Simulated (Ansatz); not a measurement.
Start from `C=C[O][SbH][F]` and change one atom or group to get `C=C[O][SnH3]`.

Ansatz, PBE0-D4/def2-TZVP geometries, multiplicity 1. Each molecule was computed in one conformer, which needn't be the lowest.

Elements past krypton have def2 core potentials.

| property | `C=C[O][SbH][F]` |
| --- | --- |
| HOMO energy (PBE0/def2-TZVPP) / eV | -6.85 |
| LUMO energy (PBE0/def2-TZVPP) / eV | -1.50 |
| LUMO energy (B3LYP/def2-TZVPP) / eV | -1.75 |
| size of the dipole moment (PBE/def2-TZVPP) / D | 2.39 |
| size of the dipole moment (B3LYP/def2-TZVPP) / D | 2.60 |
| HOMO energy (PBE/def2-TZVPP) / eV | -5.71 |

(1) What does the change do to each property? (An estimate is asked.)

Results:

(1) Computed: 
```tsv
property	`C=C[O][SnH3]`	shift
HOMO energy (PBE0/def2-TZVPP) / eV	-6.50	0.35
LUMO energy (PBE0/def2-TZVPP) / eV	-0.55	0.95
LUMO energy (B3LYP/def2-TZVPP) / eV	-0.80	0.95
size of the dipole moment (PBE/def2-TZVPP) / D	1.62	-0.77
size of the dipole moment (B3LYP/def2-TZVPP) / D	1.69	-0.91
HOMO energy (PBE/def2-TZVPP) / eV	-5.34	0.37
```

With PBE0 the HOMO rises by 0.35 eV and the LUMO rises by 0.95 eV, so the gap widens by about 0.60 eV. PBE moves the HOMO by 0.37 eV and ωB97M-V by 0.33 eV. Dipoles are sizes alone; their direction can turn.

B3LYP here is the variant with VWN-RPA as its local correlation; programs differ in this.

Spin–orbit coupling is left out; it splits and shifts lone-pair levels of the heavy atoms by tenths of an eV.
